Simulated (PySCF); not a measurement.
Harmonic spectrum computed at PBE0 in the def2-TZVP basis family (core potentials from Rb on, PySCF, no spin–orbit coupling):

```json
{"symmetry": "a'", "ω (cm⁻¹)": "144", "IR (km/mol)": "6.2"}
{"symmetry": "a'", "ω (cm⁻¹)": "370", "IR (km/mol)": "12.7"}
{"symmetry": "a''", "ω (cm⁻¹)": "476", "IR (km/mol)": "0.7"}
{"symmetry": "a'", "ω (cm⁻¹)": "585", "IR (km/mol)": "11.1"}
{"symmetry": "a''", "ω (cm⁻¹)": "726", "IR (km/mol)": "549"}
{"symmetry": "a'", "ω (cm⁻¹)": "871", "IR (km/mol)": "115"}
```

Task: Which molecule gave it? In each, all ligands are bound to the one heavy central atom.
A. AsF₃ (singlet)
B. SF₃ (doublet)
C. SiF₃ (doublet)
D. BrF₃ (singlet)

Result: B. It has Cs symmetry with S–F 1.568 Å, S–F 1.657 Å (×2).
